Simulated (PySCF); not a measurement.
Species: C₈H₁₃F.
Bonds: F1–C2, C2–C3, C3–C4, C4–C5, C5–C6, C6–C7, C5–C8, C8–C9, C2–C7, C2–C9. Hydrogens: H10, H11 on C3; H12, H13 on C4; H14 on C5; H15, H16 on C6; H17, H18 on C7; H19, H20 on C8; H21, H22 on C9.

Definitions: NICS(0) = −σiso at the ring centroid; NICS(1) = −σiso and NICS(1)zz = −σzz at ±1 Å along the ring normal z. Level: GIAO PBE0/pcSseg-1 (PySCF, non-relativistic, gas phase) on the GFN2-xTB geometry, one conformer.

Ring bond lengths (Å), with Mayer bond orders in brackets: C2–C3 1.525 (1.00), C3–C4 1.537 (1.01), C4–C5 1.530 (1.02), C5–C6 1.530 (1.02), C6–C7 1.537 (1.01), C7–C2 1.525 (1.00); C2–C3 1.525 (1.00), C3–C4 1.537 (1.01), C4–C5 1.530 (1.02), C5–C8 1.530 (1.02), C8–C9 1.537 (1.01), C9–C2 1.525 (1.00).

Task: What do the NICS probes read (ppm)?

Result: 
```
             ring                                            type  NICS(0)  NICS(1), two faces  NICS(1)zz, two faces  rms pucker (Å)  centre to ring atoms, mean (Å)
C2–C3–C4–C5–C6–C7  6-membered carbocycle; formal bonds all single     -5.5         -8.5 / -2.0           -13.2 / 0.7            0.34                            1.44
C2–C3–C4–C5–C8–C9  6-membered carbocycle; formal bonds all single     -5.5         -2.0 / -8.5           0.7 / -13.2            0.34                            1.44
```

Task: What do they say, and how far can they be read as aromaticity?

Result: 
- C2–C3–C4–C5–C6–C7: mean NICS(1)zz -6.3 ppm, shielded. C2, C3, C4, C5, C6, C7 have four or more neighbours, so the value isn't read as a sign of a π ring current. The two faces differ by 13.9 ppm, so no symmetry operation interchanges them.
- C2–C3–C4–C5–C8–C9: mean NICS(1)zz -6.3 ppm, shielded. C2, C3, C4, C5, C8, C9 have four or more neighbours, and the NICS criterion for π rings isn't applied. The two faces differ by 13.9 ppm, so no symmetry operation interchanges them.

Task: At the first NICS(1) probe listed for ring C2–C3–C4–C5–C6–C7, 1 Å off the ring, how large is the induced field along the normal in 7.05 T applied along it?

Result: NICSzz × B0 = -13.2 ppm × 7.05 T = -93 μT, against the applied field.
